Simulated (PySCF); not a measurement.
## Bond length, frequency and bond energy of BiSb by level of theory

State: ¹Σ⁺ (singlet), closed shell. Set-up: basis Bi def2-SVP with ECP60, Sb def2-SVP with ECP28; scalar-relativistic core potentials; PySCF 2.14. De refers to Bi + Sb in their high-spin ground configurations, without counterpoise correction. A positive dipole means Bi(−)Sb(+). Levels whose curve was spin-contaminated or gave no clean fit are not listed.

```json
{"Level": "RHF-MP2", "Re (Å)": "2.657", "ωe (cm⁻¹)": "197", "De (eV)": "2.12", "μ (D)": "n/a"}
{"Level": "RHF-SCS-MP2", "Re (Å)": "2.648", "ωe (cm⁻¹)": "202", "De (eV)": "1.97", "μ (D)": "n/a"}
{"Level": "RHF-CCSD", "Re (Å)": "2.600", "ωe (cm⁻¹)": "235", "De (eV)": "1.55", "μ (D)": "n/a"}
{"Level": "RHF-CCSD(T)", "Re (Å)": "2.630", "ωe (cm⁻¹)": "218", "De (eV)": "1.91", "μ (D)": "n/a"}
{"Level": "PBE", "Re (Å)": "2.594", "ωe (cm⁻¹)": "237", "De (eV)": "2.92", "μ (D)": "-0.65"}
{"Level": "BLYP", "Re (Å)": "2.622", "ωe (cm⁻¹)": "226", "De (eV)": "3.09", "μ (D)": "-0.57"}
{"Level": "TPSS", "Re (Å)": "2.582", "ωe (cm⁻¹)": "241", "De (eV)": "2.82", "μ (D)": "-0.73"}
{"Level": "TPSSh", "Re (Å)": "2.567", "ωe (cm⁻¹)": "248", "De (eV)": "2.61", "μ (D)": "-0.74"}
```

(1) Which functional lies closest to RHF-CCSD(T) in De, which farthest, and by how much do they differ from it?

(2) What does a tenth of exact exchange do here, going from TPSS to TPSSh?

(3) What does the triples do here, going from RHF-CCSD to RHF-CCSD(T)?

Correlated steps freeze 8 core orbitals. Closed-shell solutions of metal pairs were not tested for spin polarisation, which can lower them a little. Correlated levels converge slowly with the basis: in double zeta they bind strong bonds too weakly, by up to about 1 eV, and carry superposition errors of some tenths. These are scalar-relativistic numbers at best; spin–orbit coupling would shift them, the dissociation energy most. Where the molecule has an RHF reference, its open-shell atoms are computed with UHF.

Results:

(1) Closest is TPSSh (-6.3 pm in Re, +13.8 % in ωe, +0.70 eV in De against RHF-CCSD(T) in the same basis), farthest BLYP (-0.8 pm in Re, +3.7 % in ωe, +1.18 eV in De). CCSD(T) converges more slowly with the basis than the functionals do and binds too weakly in this one, so the order can change at the basis-set limit.

(2) TPSSh less TPSS: -1.5 pm in Re, +2.9 % in ωe, -0.21 eV in De. Exact exchange removes part of the self-interaction that spreads semilocal densities, and in most molecules shortens and stiffens the bond and lowers De; so it does here.

(3) RHF-CCSD(T) less RHF-CCSD: +3.0 pm in Re, -7.2 % in ωe, +0.36 eV in De. Correlation nearly always deepens the well. The bond lengthens, as in strong covalent bonds, where excitations into antibonding orbitals dominate.
